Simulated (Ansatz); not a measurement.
Isolated molecules relaxed with PBE0-D4/def2-TZVP in Ansatz; ΔE leaves out vibrations. CCSD(T)/CBS adds triple-zeta CCSD(T) − MP2 to the extrapolated MP2 energy (def2 sets, frozen cores). Functionals use def2-TZVPP. def2 core potentials past Kr. For Mo outer-core shells are correlated without core-valence functions, which leaves a few kJ/mol of doubt a bond. One conformer a species, not always the lowest.

Consider the substitution at a C–O bond: `C[O][Mo](=[O])([OH])=[S]` + `[SiH3]BN[SiH3]` → `CN([SiH3])B[SiH3]` + `[O]=[Mo]([OH])([OH])=[S]`.

`C[O][Mo](=[O])([OH])=[S]`:

```xyz
10

C     1.007    1.162    1.035
O     0.543   -0.101    0.618
Mo   -0.363   -0.813   -0.812
O     0.341   -2.272   -1.225
O    -2.167   -1.054   -0.380
S    -0.201    0.546   -2.425
H     1.980    1.036    1.514
H     0.304    1.588    1.755
H     1.101    1.836    0.179
H    -2.546   -1.929   -0.258
```

`[SiH3]BN[SiH3]`:

Cartesian coordinates in Å:
```
Si -1.326 1.062 0.857
B -0.547 0.603 -0.953
N 0.505 -0.300 -1.145
Si 1.368 -1.217 0.073
H -0.689 0.355 2.006
H -2.781 0.732 0.879
H -1.200 2.527 1.106
H -1.013 1.137 -1.923
H 0.809 -0.447 -2.098
H 2.041 -0.313 1.037
H 0.447 -2.117 0.809
H 2.386 -2.024 -0.647
```

`CN([SiH3])B[SiH3]`:

```xyz
15

C    -0.866    0.019    1.943
N    -0.228    0.022    0.629
Si    1.450    0.532    0.632
B    -0.927   -0.358   -0.520
Si   -0.150   -0.393   -2.395
H    -0.865    1.022    2.381
H    -0.340   -0.649    2.633
H    -1.897   -0.319    1.849
H     1.974    0.497   -0.751
H     1.540    1.907    1.190
H     2.234   -0.376    1.510
H    -2.075   -0.686   -0.370
H     0.318    0.951   -2.846
H    -1.182   -0.849   -3.368
H     1.013   -1.321   -2.516
```

`[O]=[Mo]([OH])([OH])=[S]`:

Cartesian coordinates in Å:
```
O 0.848 0.181 -1.533
Mo -0.180 0.222 -0.220
O -0.823 -1.494 0.131
O 0.726 0.888 1.269
S -1.812 1.491 -0.653
H -0.442 -2.276 -0.277
H 1.682 0.988 1.283
```

```tsv
level	ΔE (kJ/mol)
PBE-D4	-4.2
ωB97M-V	-4.4
r2SCAN	-1.0
CCSD/def2-TZVPP	-2.5
CCSD(T)/def2-TZVPP	-3.1
HF/def2-QZVPP	10.9
MP2/CBS(def2)	-4.7
CCSD/CBS(def2)	-3.4
```

What does CCSD(T)/CBS give? (Best estimate.)

Computed: -4.0 kJ/mol. The listed levels differ from it by -0.2, -0.4, 3.0, 1.5, 0.9, 14.9, -0.7, 0.6 kJ/mol.

Largest T1 diagnostic among the species: 0.025, so the coupled-cluster value is less sure than usual.

In def2-TZVPP, CCSD(T) changes the Hartree–Fock value by −13.9 kJ/mol (the triples alone add −0.6 kJ/mol) and MP2 by −14.6 kJ/mol.

CCSD(T)/CBS has its own doubt, a few kJ/mol and more with outer-core shells, so smaller differences from it don't rank the levels.
